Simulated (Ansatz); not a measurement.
Ti2O4⁺. Total charge 1; doublet. Geometry r2SCAN-D4/def2-SVP; atoms count from 1.

```xyz
6

Ti    1.437    0.927   -1.565
Ti   -0.240   -0.154    0.271
O    -1.669   -1.063    0.830
O     0.020    1.452   -0.700
O    -0.855   -0.565    1.896
O     1.306   -0.597   -0.732
```

The structure holds 1 bond(s) between oxygen atoms. No other spin state of charge 1 was run. Another isomer (doublet) lies 1.14 eV lower at PBE0-D4/def2-TZVP; other spin states weren't run for this one.

Estimate the Mulliken populations from the PBE0/def2-TZVP orbitals of Ansatz.


| atom | charge (e) | spin (α − β) | d electrons |
| --- | --- | --- | --- |
| Ti1 | 1.36 | 1.07 | 2.25 |
| Ti2 | 1.49 | 0.05 | 2.14 |
| O3 | -0.25 | -0.01 | – |
| O4 | -0.67 | -0.05 | – |
| O5 | -0.25 | -0.01 | – |
| O6 | -0.67 | -0.05 | – |
Mulliken values and Mayer orders depend strongly on the basis.

Where does the spin sit?

Summed by element: Ti 1.12, O -0.12, of 1 unpaired in all. Largest on single atoms: Ti1 1.07, O4 -0.05, O6 -0.05.

And the Mayer bond orders between bonded heavy atoms (over 0.3)?

Ti1–O4 1.31 (1.74 Å); Ti1–O6 1.31 (1.74 Å); Ti2–O3 1.15 (1.78 Å); Ti2–O4 0.75 (1.90 Å); Ti2–O5 1.14 (1.79 Å); Ti2–O6 0.75 (1.90 Å); O3–O5 0.87 (1.43 Å).
